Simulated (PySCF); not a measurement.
C5H5FSi, SMILES C#C[Si](C)(F)C#C. Coordinates come from a PBE-D3(BJ)/def2-SVP optimisation.

Computed with PySCF 2.14.0 with PBE-D3(BJ)/def2-SVP.

Harmonic wavenumbers (cm⁻¹): 87, 120, 123, 147, 177, 226, 292, 329, 373, 395, 545, 655, 696, 697, 711, 711, 723, 771, 795, 884, 1220, 1373, 1375, 2091, 2091, 2982, 3087, 3090, 3389, 3389. Rotational constants (GHz): 2.402, 1.682, 1.375; symmetry number 1.

Problem. Work out the zero-point energy and the ideal-gas rigid-rotor harmonic-oscillator thermochemistry at 298.15 K and 1 atm.

Solution. ZPE = ½ Σ hcν = ½ × 33543 cm⁻¹ = 47.95 kcal/mol. H − E(el) = 54.41 kcal/mol. Entropy in cal/(mol K): translation 40.06, rotation 28.45, vibration 24.73, total 93.24. G − E(el) = 26.61 kcal/mol. Cp = 34.13 cal/(mol K). Modes under 150 cm⁻¹ make the vibrational entropy uncertain.
